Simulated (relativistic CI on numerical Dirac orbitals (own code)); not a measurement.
**Rh²⁺ (4d7) in a crystal field**

Calculated by Dirac-Coulomb-Breit CI, KLI orbitals optimised for each configuration, QED by a radiative potential, valence Slater integrals scaled by 0.9, one configuration in a parametric crystal field (own radial code). With so little scaling, terms lie 10 to 35 % too far apart, which can change the order of excited levels.

Field parameters in Wybourne normalisation: Oh B⁴₀ = 21Dq, B⁴₄ = √(5/14) B⁴₀. The field is a parameter set, without covalency.

S is read from ⟨S²⟩ = S(S + 1).

Levels (cm⁻¹, degeneracy): 0 (2), 661 (4), 1601 (4), 2328 (2), 6242 (4), 10944 (4), 11174 (2), 11360 (4), 11849 (2), 14918 (4), 16003 (2), 16280 (4).

Task: Which field gives this pattern?
A. Oh, 10Dq = 11250 cm⁻¹
B. Oh, 10Dq = 14450 cm⁻¹
C. Oh, 10Dq = 36950 cm⁻¹
D. Oh, 10Dq = 25300 cm⁻¹

Result: A. Oh, 10Dq = 11250 cm⁻¹, ground level with S = 1.49.
